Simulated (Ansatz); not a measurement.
Reaction (ligand exchange at the Sn–C bond): `C[O][Sn][CH3]` + HBr → `C[O][Sn][Br]` + CH₄

Program: Ansatz. Geometries: PBE0-D4/def2-TZVP. ΔE: electronic, gas phase. CBS: MP2 limit from def2 TZ/QZ plus the TZ coupled-cluster correction, frozen cores. This one scheme is used for every species. DFT in def2-TZVPP. Elements past krypton have def2 core potentials. For Br, Sn outer-core shells are correlated without core-valence functions, which leaves a few kJ/mol of doubt a bond. Scalar relativity is left out up to krypton. Each species was taken in one conformer, which may not be the lowest.

`C[O][Sn][CH3]`:

Cartesian coordinates in Å:
```
C -1.187 0.723 -0.866
O -0.176 0.141 -1.637
Sn 1.448 -0.835 -1.065
C 1.130 -0.695 1.103
H -1.267 1.791 -1.099
H -1.021 0.625 0.214
H -2.153 0.260 -1.101
H 0.187 -1.167 1.391
H 1.094 0.350 1.426
H 1.944 -1.193 1.634
```

HBr:

Cartesian coordinates in Å:
```
Br -0.086 -0.199 0.676
H 0.086 0.199 -0.676
```

`C[O][Sn][Br]`:

```xyz
7

C     0.260    0.841   -0.228
O     1.021   -0.294    0.094
Sn    0.530   -2.122    0.592
Br   -2.005   -1.905    0.498
H     0.517    1.180   -1.238
H    -0.818    0.649   -0.190
H     0.494    1.651    0.471
```

CH₄:

Z-matrix (Å, degrees):
```
C
H 1 1.090
H 1 1.090 2 109.5
H 1 1.090 2 109.5 3 -120.0
H 1 1.090 2 109.5 3 120.0
```

CCSD(T)/CBS gives -197.7 kJ/mol.

Problem. Another level gave -195.1 kJ/mol. Which?
A. B97M-V/def2-TZVPP
B. MP2/def2-TZVPP
C. HF/def2-TZVPP
D. RPA@PBE/def2-TZVPP

Solution. B. MP2/def2-TZVPP -195.1, HF/def2-TZVPP -211.4, B97M-V -204.1, RPA@PBE/def2-TZVPP -180.1 kJ/mol.

Problem. What do rigid-rotor, harmonic-oscillator terms from PBE0-D4/def2-TZVP frequencies (298.15 K, 1 bar) make of the CCSD(T)/CBS value? (An estimate is asked.)

Solution. Ansatz gave: ΔZPE = +12.3 kJ/mol, ΔH = -186.0 kJ/mol, ΔS = -10 J/(mol·K), ΔG = -183.1 kJ/mol.

Largest T1 diagnostic among the species: 0.017.

In def2-TZVPP, CCSD(T) changes the Hartree–Fock value by +24.2 kJ/mol (the triples alone add +0.9 kJ/mol) and MP2 by +16.3 kJ/mol. Leaving LDA and LC-ωPBE aside and taking each functional with its dispersion term where it has one, the values, not all of them listed here, spread over 13.7 kJ/mol, from BHLYP-D4 to revPBE-D4. LDA lies +7.4 kJ/mol from PBE without D4.
